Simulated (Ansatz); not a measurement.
Geometry optimisation, RKS PBE-D4/def2-SVP in Ansatz 0.2.0.

The input (input.yaml):

```yaml
crystal:
  periodic: [false, false, false]
  atoms:
    - { symbol: Al, position_ang: [-0.603338, -0.727228, -0.907619] }
    - { symbol: Cl, position_ang: [0.374264, -0.894329, -2.865712] }
    - { symbol: "N", position_ang: [0.547789, 0.30174, -0.069617] }
    - { symbol: C, position_ang: [0.746358, 0.93174, 1.214083] }
    - { symbol: H, position_ang: [1.27529, 0.462798, -0.776504] }
    - { symbol: O, position_ang: [-2.075087, -1.425377, -0.406182] }
    - { symbol: H, position_ang: [0.819409, 2.042052, 1.144864] }
    - { symbol: H, position_ang: [-0.105734, 0.711198, 1.888474] }
    - { symbol: H, position_ang: [1.666218, 0.577452, 1.735905] }
    - { symbol: H, position_ang: [-2.645069, -1.979946, -0.957792] }
basis:
  gaussian: { orbitals: def2-SVP }
hamiltonian:
  xc: pbe
  dispersion: d4
relax:
  f_tol: 0.03
  max_steps: 50
```

Launched with:

```bash
$ ansatz run input.yaml --threads 2 --pin off --max-ram 3072MiB --backend cpu --events-out ev --progress --plain --runs-dir out
```

Problem. Where does it end, and by what steps?

Solution. The run converged. After 8 steps the energy has fallen by 0.248 eV; Cl2 moved furthest, 0.52 Å.

```tsv
step	energy less start (eV)	largest force component (eV/Å)	accepted
0	0.0000	1.028	yes
1	-0.1247	0.646	yes
2	-0.1860	0.478	yes
3	-0.2169	0.420	yes
4	-0.2240	0.865	yes
5	-0.2455	0.126	yes
6	-0.2470	0.057	yes
7	-0.2474	0.038	yes
8	-0.2477	0.016	yes
```

```xyz
10
Properties=species:S:1:pos:R:3
Al -0.410 -0.667 -1.067
Cl 0.014 -1.212 -3.067
N 0.732 0.368 -0.190
C 0.629 0.845 1.181
H 1.579 0.691 -0.663
O -1.823 -1.190 -0.252
H 0.597 1.958 1.248
H -0.303 0.468 1.647
H 1.474 0.502 1.822
H -2.488 -1.763 -0.659
```

Whether the end is a true minimum wasn't checked by a vibrational analysis.

Time of the run: 17 s on 2 threads of AMD EPYC 7B13 (Zen 3), with other jobs on the host, peak memory 0.2 GiB.
